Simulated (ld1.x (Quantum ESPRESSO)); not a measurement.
# How hard is this fluorine (F) PAW potential?

```
Element                 : F (Z = 9)
Generator               : ld1.x (Quantum ESPRESSO) 7.5
Type                    : PAW
Functional              : PBE
Relativity              : scalar-relativistic
Frozen core             : [He]
Valence charge          : 7
Reference configuration : 2s2 2p5
Partial waves           : 2s (bound): rcut 0.50, rcutus 0.65 bohr; 2s channel at -0.15 Ry: rcut 0.50, rcutus 0.65 bohr; 2p (bound): rcut 1.65, rcutus 2.00 bohr; 2p channel at 0.15 Ry: rcut 1.65, rcutus 2.00 bohr; 3d channel at 0.05 Ry: rcut 1.55, rcutus 2.05 bohr; 3d channel at 0.75 Ry: rcut 1.55, rcutus 2.05 bohr
Local potential         : all-electron potential smoothed inside 1.35 bohr (lloc = -1)
Core correction         : Bessel-smoothed model core inside 0.35 bohr
Augmentation charge     : PSQ, inside the norm-conserving radii
```

The pseudo-atom Hamiltonian at the reference potential is diagonalised in spherical Bessel functions j_l(qr) that vanish at 20 bohr, with q² up to the cutoff. All-electron valence levels (Ry): 2s -2.1976, 2p -0.8167.

Problem. How do the lowest levels (Ry) of each channel move with the cutoff, and are there ghosts?

Solution.

| cutoff (Ry) | s #1 | s #2 | p #1 | p #2 | d #1 | d #2 | f #1 | f #2 | Σ f·Δε (mRy) |
| --- | --- | --- | --- | --- | --- | --- | --- | --- | --- |
| 8 | -1.9831 | -0.0055 | -0.7575 | 0.0435 | 0.0806 | 0.1924 | 0.1213 | 0.2652 | 725.0 |
| 15 | -2.1038 | -0.0083 | -0.8143 | 0.0428 | 0.0806 | 0.1923 | 0.1213 | 0.2652 | 199.5 |
| 25 | -2.1100 | -0.0085 | -0.8165 | 0.0423 | 0.0806 | 0.1923 | 0.1213 | 0.2652 | 176.2 |
| 40 | -2.1464 | -0.0092 | -0.8167 | 0.0421 | 0.0806 | 0.1923 | 0.1213 | 0.2652 | 102.5 |
| 50 | -2.1700 | -0.0097 | -0.8167 | 0.0421 | 0.0806 | 0.1923 | 0.1213 | 0.2652 | 55.3 |
| 70 | -2.1914 | -0.0101 | -0.8167 | 0.0421 | 0.0806 | 0.1923 | 0.1213 | 0.2652 | 12.5 |
| 100 | -2.1970 | -0.0102 | -0.8167 | 0.0421 | 0.0806 | 0.1923 | 0.1213 | 0.2652 | 1.2 |
| 140 | -2.1972 | -0.0102 | -0.8167 | 0.0421 | 0.0806 | 0.1923 | 0.1213 | 0.2652 | 0.8 |
| 400 | -2.1976 | -0.0102 | -0.8167 | 0.0421 | 0.0806 | 0.1923 | 0.1213 | 0.2652 | 0.0 |

Result: no extra level below or beside the all-electron valence levels (s, p, d, f tested); 10 mRy is reached at 80 Ry and 1 mRy at 110 Ry.

2 of 7 tests not solved or not reliable.
